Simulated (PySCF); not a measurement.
C2H8FNSi2. Atoms are numbered in the order given.

```xyz
14

C      2.0754    -0.1066     1.2152
C      1.8335     0.3154    -0.0340
Si     0.1777     0.9558    -0.5878
F      0.0158     0.5088    -2.1526
N     -1.0847     0.3101     0.3961
Si    -1.3804    -1.3552     0.8563
H      1.2940    -0.1083     1.9837
H      3.0602    -0.4697     1.5301
H      2.6580     0.2971    -0.7592
H      0.0563     2.4361    -0.5713
H     -1.8328     0.9646     0.6161
H     -1.1341    -1.5916     2.3113
H     -0.4662    -2.2240     0.0694
H     -2.8006    -1.7158     0.5746
```

Geometry optimised at B3LYP-D3(BJ)/def2-SVP. The structure was generated by enumeration; whether it is a known compound was not checked. Other conformers were not sampled.

Computed with PBE/pcSseg-1 run with PySCF.

GIAO shieldings, no solvent; atoms listed in one row are averaged. δ = σ(ref) − σ: ¹³C against TMS (σ = 182.0 ppm); ²⁹Si against TMS (σ = 335.4 ppm); ¹⁹F against CFCl3 (σ = 133.6 ppm); ¹⁵N against NH3 (σ = 267.0 ppm); ¹H against TMS (σ = 31.49 ppm), references at their B3LYP-D3(BJ)/def2-TZVP geometries, non-relativistic.

Computed chemical shifts:
```
nucleus          atoms  count  δ (ppm)
-------  -------------  -----  -------
¹³C                 C1      1    147.6
¹³C                 C2      1    144.1
²⁹Si               Si3      1    -14.9
²⁹Si               Si6      1    -57.6
¹⁹F                 F4      1   -176.8
¹⁵N                 N5      1     34.3
¹H                  H8      1     6.82
¹H                  H9      1     6.67
¹H                  H7      1     6.63
¹H                 H10      1     5.48
¹H       H12, H13, H14      3     5.11
¹H                 H11      1     1.01
```
